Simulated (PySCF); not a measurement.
PySCF job for Zr(Cl)2(OH)(NH2) (Cl2H3NOZr), SMILES [Cl][Zr]([OH])([Cl])[NH2], multiplicity 1, PBE-D3(BJ)/def2-SVP. Geometry: PBE-D3(BJ)/def2-SVP. The multiplicity is an assumed one; no other spin state was optimised. The structure was generated by enumeration; whether it is a known compound was not checked. The def2 effective core potentials stand for the cores of Zr; spin–orbit coupling is left out. One conformer was computed; it need not be the lowest.

```python
import numpy as np
from pyscf import gto, scf, dft, df
from pyscf.hessian import thermo

mol = gto.M(
    atom='''
    Zr   -0.03438783    0.26987702    0.00000000
    Cl    0.00141461   -1.11948009    1.93102349
    Cl    0.00141460   -1.11948007   -1.93102350
    O    -1.49460069    1.49972851    0.00000001
    H    -2.37497953    1.90252649    0.00000001
    N     1.62833349    1.41234213    0.00000001
    H     1.67327823    2.43784229    0.00000001
    H     2.58758891    1.04265010    0.00000000
    ''',
    basis='def2-SVP',
    ecp={'Zr': 'def2-svp'},
    charge=0,
    spin=0,
    max_memory=1600,
    verbose=3,
)
mf = dft.RKS(mol, xc='pbe').density_fit(auxbasis='def2-universal-jkfit')
mf.disp = 'd3bj'
mf.grids.level = 3
mf.conv_tol = 1e-11
mf.max_cycle = 100
mf.kernel()

# [left out here: the lines that compute and print the analytic Hessian (its translational invariance restored by hand, since the grid's response is missing), thermochemistry and intensities]
```

Log of the run:

```
converged SCF energy = -1098.61935993172

WARN: DFTD3 does not support analytical Hessian, using finite difference


WARN: Mole.unit (angstrom) is changed to Bohr

Mode                                 0                   1                   2
Irrep
Freq [cm^-1]                       96.1051            100.2953            116.7515
Reduced mass [au]                  34.1057              3.6075              6.7703
Force const [Dyne/A]                0.1856              0.0214              0.0544
Char temp [K]                     138.2739            144.3025            167.9794
Normal mode                   x     y     z       x     y     z       x     y     z
       0  Zr                 0.01 -0.04  0.00   -0.00  0.00  0.02   -0.06 -0.00  0.00
       1  Cl                -0.01  0.07  0.08    0.05 -0.03  0.00    0.07  0.01  0.01
       2  Cl                -0.01  0.07 -0.08   -0.05  0.03  0.00    0.07  0.01 -0.01
       3   O                 0.01 -0.05 -0.00   -0.00  0.00 -0.17    0.02  0.09  0.00
       4   H                 0.01 -0.03 -0.00    0.00  0.00 -0.33    0.08  0.23  0.00
       5   N                -0.01 -0.02  0.00    0.00 -0.00  0.06    0.00 -0.10 -0.00
       6   H                -0.02 -0.02 -0.00    0.00 -0.00 -0.19    0.09 -0.11 -0.00
       7   H                -0.00 -0.01  0.00   -0.00 -0.00  0.31   -0.03 -0.19 -0.00
Mode                                 3                   4                   5
Irrep
Freq [cm^-1]                      136.0110            162.1302            250.9381
Reduced mass [au]                   4.3511              3.1600              1.0855
Force const [Dyne/A]                0.0474              0.0489              0.0403
Char temp [K]                     195.6895            233.2693            361.0441
Normal mode                   x     y     z       x     y     z       x     y     z
       0  Zr                -0.00 -0.00 -0.03    0.00  0.03 -0.00   -0.00  0.00 -0.00
       1  Cl                 0.03  0.04 -0.01    0.00  0.02 -0.02    0.01 -0.02  0.02
       2  Cl                -0.03 -0.04 -0.01    0.00  0.02  0.02   -0.01  0.02  0.02
       3   O                 0.00  0.00  0.04   -0.11 -0.10  0.00   -0.00 -0.00 -0.04
       4   H                 0.00  0.00  0.09   -0.18 -0.25  0.00   -0.00 -0.00 -0.39
       5   N                -0.00 -0.00  0.18    0.10 -0.11  0.00    0.00 -0.00  0.00
       6   H                -0.00 -0.00  0.35    0.29 -0.12 -0.00    0.00 -0.00  0.65
       7   H                -0.00 -0.00  0.23    0.03 -0.28  0.00    0.00 -0.00 -0.59
Mode                                 6                   7                   8
Irrep
Freq [cm^-1]                      266.5189            334.1823            365.7767
Reduced mass [au]                   1.2927              1.2358             13.2046
Force const [Dyne/A]                0.0541              0.0813              1.0409
Char temp [K]                     383.4614            480.8140            526.2712
Normal mode                   x     y     z       x     y     z       x     y     z
       0  Zr                -0.00  0.00  0.00   -0.00 -0.00  0.00    0.00  0.04 -0.00
       1  Cl                 0.01 -0.01  0.01    0.01 -0.00  0.01    0.00 -0.06  0.08
       2  Cl                -0.01  0.01  0.01    0.01 -0.00 -0.01    0.00 -0.06 -0.08
       3   O                -0.00  0.00 -0.12    0.04  0.10  0.00   -0.02  0.01  0.00
       4   H                -0.00 -0.00  0.83   -0.38 -0.80 -0.00   -0.01  0.04  0.00
       5   N                 0.00 -0.00  0.01   -0.01 -0.02 -0.00    0.01  0.03  0.00
       6   H                 0.00 -0.00  0.15   -0.12 -0.02  0.00    0.18  0.02  0.00
       7   H                 0.00 -0.00 -0.22    0.03  0.07  0.00   -0.05 -0.13 -0.00
Mode                                 9                  10                  11
Irrep
Freq [cm^-1]                      395.6944            462.9792            466.1038
Reduced mass [au]                  12.5840              1.3696              1.3387
Force const [Dyne/A]                1.1609              0.1730              0.1714
Char temp [K]                     569.3162            666.1239            670.6196
Normal mode                   x     y     z       x     y     z       x     y     z
       0  Zr                -0.00  0.00  0.06    0.00 -0.02 -0.00   -0.00  0.00 -0.02
       1  Cl                -0.00  0.05 -0.07   -0.00  0.01 -0.01    0.00 -0.00  0.01
       2  Cl                 0.00 -0.05 -0.07   -0.00  0.01  0.01   -0.00  0.00  0.01
       3   O                 0.00  0.00 -0.02    0.05  0.01  0.00   -0.00 -0.00  0.01
       4   H                -0.00 -0.00 -0.04   -0.02 -0.13 -0.00    0.00  0.00 -0.05
       5   N                -0.00 -0.00  0.01   -0.09  0.08  0.00    0.00 -0.00  0.13
       6   H                 0.00 -0.00 -0.01    0.57  0.05 -0.00   -0.00 -0.00 -0.60
       7   H                -0.00 -0.00 -0.24   -0.31 -0.53 -0.00    0.00  0.00 -0.60
Mode                                12                  13                  14
Irrep
Freq [cm^-1]                      652.2195            733.3501           1443.4877
Reduced mass [au]                   5.4857              8.9790              1.1188
Force const [Dyne/A]                1.3749              2.8451              1.3735
Char temp [K]                     938.3987           1055.1276           2076.8574
Normal mode                   x     y     z       x     y     z       x     y     z
       0  Zr                -0.03 -0.03  0.00    0.03 -0.03 -0.00    0.00  0.00 -0.00
       1  Cl                 0.00  0.00  0.00   -0.00  0.00  0.00    0.00 -0.00  0.00
       2  Cl                 0.00  0.00 -0.00   -0.00  0.00 -0.00    0.00 -0.00 -0.00
       3   O                 0.00  0.02 -0.00   -0.17  0.14  0.00    0.00  0.00 -0.00
       4   H                -0.02 -0.03  0.00   -0.15  0.19 -0.00   -0.00 -0.00 -0.00
       5   N                 0.18  0.13 -0.00   -0.01  0.01  0.00   -0.07 -0.05 -0.00
       6   H                 0.25  0.13  0.00    0.04  0.01 -0.00    0.66 -0.05  0.00
       7   H                 0.18  0.12  0.00   -0.03 -0.04 -0.00    0.22  0.63 -0.00
Mode                                15                  16                  17
Irrep
Freq [cm^-1]                     3446.1549           3541.3813           3847.8828
Reduced mass [au]                   1.0512              1.0925              1.0692
Force const [Dyne/A]                7.3552              8.0724              9.3276
Char temp [K]                    4958.2496           5095.2592           5536.2467
Normal mode                   x     y     z       x     y     z       x     y     z
       0  Zr                 0.00  0.00  0.00   -0.00  0.00 -0.00   -0.00  0.00  0.00
       1  Cl                 0.00  0.00 -0.00    0.00 -0.00 -0.00    0.00  0.00 -0.00
       2  Cl                 0.00  0.00  0.00    0.00 -0.00  0.00    0.00  0.00  0.00
       3   O                 0.00 -0.00 -0.00    0.00  0.00 -0.00    0.06 -0.03  0.00
       4   H                 0.00 -0.00  0.00   -0.00  0.00 -0.00   -0.88  0.41  0.00
       5   N                -0.05 -0.02 -0.00   -0.04  0.07  0.00   -0.00 -0.00  0.00
       6   H                -0.00  0.61  0.00   -0.04 -0.74  0.00   -0.00  0.00 -0.00
       7   H                 0.70 -0.29  0.00    0.56 -0.20 -0.00    0.00 -0.00 -0.00
temperature 298.1500 [K]
pressure 101325.00 [Pa]
Rotational constants [GHz] 1.95718 1.43361 1.16327
Symmetry number 1
Zero-point energy (ZPE) 0.03831 [Eh]   100593.757 [J/mol]
                           tot       elec      trans        rot        vib
Entropy [J/mol/K]       397.578      0.000    174.519    121.244    101.815
Cv [J/mol/K]            117.855      0.000     12.472     12.472     92.911
Cp [J/mol/K]            126.169      0.000     20.786     12.472     92.911
Internal energy [J/mol]                      3718.434   3718.434 116867.656
Internal energy [Eh]   -1098.57201  -1098.61936
Enthalpy [J/mol]                             6197.391   3718.434 116867.656
Enthalpy [Eh]          -1098.57107
Gibbs free energy [J/mol]                  -45835.414 -32430.599  86511.569
Gibbs free energy [Eh] -1098.61622
mode   freq/cm-1   IR/(km/mol)
   1       96.11         2.036
   2      100.30         0.005
   3      116.75         3.030
   4      136.01         1.367
   5      162.13         3.756
   6      250.94        38.052
   7      266.52       114.679
   8      334.18       120.699
   9      365.78        32.599
  10      395.69        42.268
  11      462.98        36.879
  12      466.10       263.897
  13      652.22       110.727
  14      733.35       131.098
  15     1443.49        28.289
  16     3446.15        70.411
  17     3541.38        27.917
  18     3847.88       309.058
max |gradient| / (hartree/bohr): 0.0001879443664638012
APT charges: [ 2.1206 -0.5749 -0.5749 -0.9587  0.4085 -0.7862  0.1774  0.1882]
```

The run converged.
